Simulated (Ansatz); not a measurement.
Ideal-gas functions of CH4FISi (`FC([SiH3])I`) at 600 K and 1 bar, from an Ansatz frequency run at PBE0-D4/def2-TZVP.

Molar mass 190.03 g/mol, point group C1 (symmetry number 1), electronic degeneracy 1, moments of inertia 94.9, 336.185, 413.98 u Å². Harmonic wavenumbers (cm⁻¹, unscaled): 137, 158, 253, 283, 465, 610, 673, 769, 906, 929, 940, 1051, 1125, 1320, 2227, 2254, 2267, 3110.

Use S(trans) = R[1.5 ln M + 2.5 ln T − 1.1517]; rotational temperatures θ = 24.2544 K / I; S(rot) = R[ln(√π/σ · √(T³/θAθBθC)) + 1.5]; for each mode x = 1.438777 ν̃/T, S = R[x/(eˣ − 1) − ln(1 − e⁻ˣ)] and H = RT x/(eˣ − 1); 1 cm⁻¹ = 0.0119627 kJ/mol; R = 8.31446 J/(mol·K).

Task: By hand: the entropy, in J/(mol·K).

Result: Translation 188.8. Rotation: θ = 0.2556, 0.0721, 0.0586 K, giving 125.4. Vibration, mode by mode: 17.61, 16.43, 12.60, 11.70, 7.83, 5.86, 5.18, 4.31, 3.33, 3.19, 3.12, 2.53, 2.20, 1.52, 0.25, 0.24, 0.23, 0.04, in all 98.2. Electronic 0.0. Sum 412.4 J/(mol·K).

Task: By hand: H − E and G − E in kJ/mol, counted from the electronic energy.

Result: Zero-point energy ½ × 19477 × 0.0119627 = 116.5; thermal vibration 31.3; translation, rotation and pV give 4 RT = 20.0. H − E = 167.8 kJ/mol, and G − E = 167.8 − 600 × 412.4/1000 = -79.6 kJ/mol.

Vibration gives 24 % of the entropy, 17.6 J/(mol·K) of it from the mode under 150 cm⁻¹: soft modes count most, and the harmonic formula is weakest for them. The sum counts one conformer and one mirror image; others add a mixing term.
